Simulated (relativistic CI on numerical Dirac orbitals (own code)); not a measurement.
**Sensitivity of the levels of Al II to α**

Computed by Dirac-Coulomb-Breit CI, orbitals from a KLI potential per configuration, valence Slater integrals scaled by 0.85, P86 correlation energy added to each configuration, derivatives by finite differences, QED left out (own radial code, finite nucleus).

Configurations in the expansion (outside the closed core [Ne]): 3s2, 3s 3p, 3p2, 3s 4s, 3s 3d, 3s 4p, 3s 5s, 3s 4d. Levels of other configurations are missing.

With x = (α/α₀)² − 1 an excitation energy changes as ω = ω₀ + qx; K = 2q/ω₀ is the relative enhancement. Terms are leading LS components, so labels can repeat.

Lowest level 3s2 1S_0.

```tsv
Level	ω₀ (cm⁻¹)	q (cm⁻¹)
3s 3p 3P°_0	36180.7	140.5
3s 3p 3P°_1	36238.0	197.8
3s 3p 3P°_2	36354.6	315
3s 3p 1P°_1	62885.9	236.5
3p2 1D_2	84801.1	424
3s 4s 3S_1	91249.3	148.3
3p2 3P_0	92859.0	447.2
3p2 3P_1	92917.7	507.1
3p2 3P_2	93032.3	622.3
3s 3d 3D_3	95058.6	244.4
3s 3d 3D_2	95060.5	246.2
3s 3d 3D_1	95062.0	247.7
3s 4s 1S_0	95769.2	154.1
```

Correlation outside the listed configurations is missing or only estimated: errors of thousands of cm⁻¹ between configurations and terms are usual at this charge. Rates and lifetimes follow the computed energies and can be off by large factors. The fine structure of a lone outer electron comes out too small, for d and f at times inverted, and misplaced configurations move strength between like terms.

(1) Which transition from the lowest level has the largest |K|?

## Answers

(1) 3s 3p 3P°_2 at 36354.6 cm⁻¹, K = 0.0173.
